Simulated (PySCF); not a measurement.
B₂O₂, SMILES O=BB=O.

Coordinates come from a PBE0-D3(BJ)/def2-TZVP optimisation. One conformer was computed; it need not be the lowest.

Two levels are set side by side: TDA-PBE/def2-SVPD (PySCF) and TDA-M06-2X/def2-SVPD (PySCF). Vertical, same geometry. The lowest singlet is HOMO−1→LUMO 50 %, HOMO→LUMO+1 50 % with PBE and HOMO−1→LUMO 47 %, HOMO→LUMO+1 47 % with the other functional; states are paired by order. Differences are taken from unrounded values.

```json
[
 {"quantity": "lowest singlet excitation (eV)", "TDA-M06-2X": "6.56", "TDA-PBE": "6.14", "TDA-PBE minus TDA-M06-2X": "-0.42"},
 {"quantity": "lowest triplet excitation (TDA) (eV)", "TDA-M06-2X": "5.79", "TDA-PBE": "5.37", "TDA-PBE minus TDA-M06-2X": "-0.42"}
]
```

A lower first singlet is the usual sign of a functional without exact exchange. Differences between two approximate levels are no errors against the true value.

Rough cost on one machine, each run with all the roots and properties that it gave: TDA-M06-2X against TDA-PBE about 8 times.
